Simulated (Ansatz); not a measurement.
Species: H₇N₃SSi, SMILES `N[Si](N)(N)S` (charge 0, multiplicity 1), formula H₇N₃SSi.

Problem. How many basis functions does frozen-core CCSD(T)/cc-pVTZ // B3LYP-D3(BJ)/def2-TZVP (Ansatz, a first-principles code) use, how many core orbitals are frozen, and how many electrons are correlated?

Solution. 256 basis functions and 13 frozen orbitals, which leaves 32 correlated electrons. Core time is of the order of minutes.
